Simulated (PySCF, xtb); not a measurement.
Sn(H)(F)2(vinyl) (C2H4F2Sn), SMILES C=[CH][SnH]([F])[F].

GFN2-xTB in xtb 6.7.1 at its own geometry gives an orbital gap of 4.12 eV and a dipole moment of 6.58 D.

Geometry: PBE0-D3(BJ)/def2-SVP. The structure was generated by enumeration; whether it is a known compound was not checked. The def2 effective core potentials stand for the cores of Sn; spin–orbit coupling is left out. The values are those of a single conformer.

### Question
What does PBE/def2-TZVP in PySCF give? (Estimate from the structure and the level; the computed values follow.)

### Answer
gap 5.38 eV (levels -7.75 and -2.38 eV), dipole 4.25 D.
